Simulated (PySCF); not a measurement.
**C₆ coefficients of unlike pairs at TPSS**

Calculated with PySCF 2.14 from the dipole response of each species, C₆(A,B) = (3/π) ∫ α_A(iu) α_B(iu) du, in atomic units, from isotropic polarisabilities. For ions this is the dispersion term alone; charge-induced terms of lower order in 1/R come first.

```csv
species,configuration,basis,relativity,α (bohr³),C₆ (like pair)
As(3+),[Ar] 3d10 4s2 (1S),aug-cc-pVTZ-DK (7s6p4d2f),spin-free X2C,7.093,21.61
Pt(3+),[Xe] 4f14 5d7 (4F),aug-cc-pVQZ-PP with ECP60MDF (7s7p6d4f3g2h),core potential,6.515,37.13
Mo(3+),[Kr] 4d3 (4F),aug-cc-pwCVTZ-PP with ECP28MDF (8s8p7d4f3g),core potential,5.888,26.34
Ne(2+),[He] 2s2 2p4 (3P),"aug-cc-pCVTZ-DK with one added diffuse shell each of s, p, d, f type (8s7p5d3f)",spin-free X2C,0.8632,1.107
```

(1) Estimate C₆ for Mo(3+) with Pt(3+).

No spin-orbit coupling is included.

The other pairs:

```tsv
pair	C₆
Mo(3+), As(3+)	22.84
Ne(2+), Pt(3+)	6.241
Pt(3+), As(3+)	26.64
Ne(2+), As(3+)	4.150
Ne(2+), Mo(3+)	5.178
```

## Answers

(1) The integral gives 31.22. The combination rule 2 C_A C_B / (C_A α_B/α_A + C_B α_A/α_B) gives 31.20 and the geometric mean 31.28.
